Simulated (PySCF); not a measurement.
Compound: C5H6O2 (charge +1 and doublet state).
Structure used (GFN2-xTB), in Å, numbered top down from 1:
```xyz
13
C5H6O2 angstrom
C     -1.748    0.453    0.670
C     -0.572    0.236    0.065
C     -0.337    0.822   -1.253
O      0.667    0.702   -1.915
C      0.521   -0.590    0.697
C      1.770   -0.804   -0.096
O      2.745   -1.417    0.116
H     -2.526    1.045    0.215
H     -1.971    0.044    1.643
H     -1.175    1.419   -1.647
H      0.837   -0.123    1.640
H      0.136   -1.587    0.949
H      1.648   -0.199   -1.102
```

The hyperfine couplings belong to this conformer and change with its torsions.

As a line formula: `[CH2+][C](C=O)CC=O` [radical] (charge +1).

The calculation used UKS B3LYP, pcH-1 on C H O, non-relativistic, mean-field spin-orbit, GIAO in PySCF 2.14.0. Isolated species at its GFN2-xTB geometry (one conformer only). The geometry wasn't refined by DFT: couplings that depend on bond lengths, twists or pyramidal angles can differ widely from those at the functional's own minimum, by a factor of two or more for some ions and for spin on atoms past the first row. The SCF solution wasn't tested for stability.

Task: Give the principal g shifts and their parts.

Result: 
```json
{"Δg (ppm)": "relativistic mass correction", "1": "-302", "2": "-302", "3": "-302"}
{"Δg (ppm)": "gauge correction", "1": "38", "2": "24", "3": "72"}
{"Δg (ppm)": "orbital Zeeman/spin–orbit", "1": "-1639", "2": "180", "3": "4183"}
{"Δg (ppm)": "total", "1": "-1902", "2": "-98", "3": "3953"}
```

So g = 2.00042, 2.00222, 2.00627 and g_iso = 2.00297; the tensor is rhombic: the two nearest values differ by 31 % of g3 − g1. Axes: g1 points within 2° of the C6–O7 bond.

Task: Average each term over the three axes. Which is largest in size?

Result: The orbital-Zeeman/spin–orbit term 908, the mass correction -302 and the gauge correction 45 ppm, for a total of 651 ppm. The orbital-Zeeman/spin–orbit term is the largest in size. The mass correction is the same along every axis, so the anisotropy comes from the other two: their spans along these axes are 47 (gauge) and 5822 ppm (orbital Zeeman/spin–orbit).

Task: What are the electron Larmor frequencies g μB B/h along the three axes at 330 mT?

Result: 9.2394, 9.2478, 9.2665 GHz for g1, g2 and g3, a range of 27.0 MHz.

Task: In a frozen sample, at which fields do the three g values resonate at 9.5, 34, 94 and 263 GHz (hyperfine left aside), and which band first spreads them over more than twice a line width of 1.0 mT?

Result: 
| band | GHz | B(g3) mT | B(g2) mT | B(g1) mT | spread mT |
| --- | --- | --- | --- | --- | --- |
| X | 9.5 | 338.32 | 339.00 | 339.31 | 0.99 |
| Q | 34.0 | 1210.81 | 1213.26 | 1214.36 | 3.54 |
| W | 94.0 | 3347.55 | 3354.32 | 3357.34 | 9.80 |
| J | 263.0 | 9366.01 | 9384.95 | 9393.42 | 27.41 |

The spread grows in proportion to the frequency. Q band is the first where it exceeds 2.0 mT.

The Mulliken spin populations are largest on O7 (+0.41), O4 (+0.29), C5 (+0.10) and H13 (+0.10).

The HOMO–LUMO gaps are 5.26 eV among the α and 3.19 eV among the β orbitals.

The SMILES draws the unpaired electron on C2; the largest computed Mulliken spin population is on O7 (0.41 against 0.02).
